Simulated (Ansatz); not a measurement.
`O=C(O)[TeH]` + `C=C=O` → `O=C=C[TeH]` + `O=CO` at 400 K and 1 bar (formal exchange of groups at a Te–C bond).

Program: Ansatz. Geometries: PBE0-D4/def2-TZVP. ΔE: electronic, gas phase. CCSD(T)/CBS adds triple-zeta CCSD(T) − MP2 to the extrapolated MP2 energy (def2 sets, frozen cores). This one scheme is used for every species. Elements past krypton have def2 core potentials. For Te outer-core shells are correlated without core-valence functions, which leaves a few kJ/mol of doubt a bond. Each species was taken in one conformer, which may not be the lowest.

| species | CCSD(T)/CBS energy (Eh) | H − E (kJ/mol) | S (J/(mol·K)) |
| --- | --- | --- | --- |
| `O=C(O)[TeH]` | -457.32249 | 104.0 | 334.1 |
| `C=C=O` | -152.43640 | 100.6 | 257.4 |
| `O=C=C[TeH]` | -420.15634 | 102.8 | 336.5 |
| `O=CO` | -189.60296 | 105.1 | 262.3 |

H − E and S are ideal-gas, rigid-rotor, harmonic terms from PBE0-D4/def2-TZVP, for one conformer and one mirror image of each species. 1 Eh = 2625.50 kJ/mol, R = 8.31446 J/(mol·K).

**Question.** By hand: ΔE, ΔH, ΔS and ΔG.

**Answer.** ΔE = (-420.15634) + (-189.60296) − (-457.32249) − (-152.43640) = -0.00041 Eh = -1.1 kJ/mol. Δ(H − E) = 102.8 + 105.1 − 104.0 − 100.6 = 3.3, so ΔH = 2.2 kJ/mol. ΔS = 336.5 + 262.3 − 334.1 − 257.4 = 7.3 J/(mol·K). ΔG = 2.2 − 400 × (7.3)/1000 = -0.7 kJ/mol.

**Question.** By hand: the equilibrium constant, and the temperature at which ΔG would vanish if ΔH and ΔS stayed fixed.

**Answer.** log₁₀ K = −ΔG/(RT ln 10) = 0.1. ΔG = 0 at ΔH/ΔS = 301 K, though so small a ΔH makes that figure unsure.

TΔS isn't small against ΔH here. The sign of ΔG lies within the doubt. A doubt of 5 kJ/mol in ΔE shifts log₁₀ K by 0.7 here. Other conformers and mirror images would add mixing entropy, several J/(mol·K) or more a flexible species. These are equilibria of isolated gas molecules and say nothing of rates. Largest T1 diagnostic: 0.016 (customary marks: 0.02 for closed shells, 0.045 for open ones).
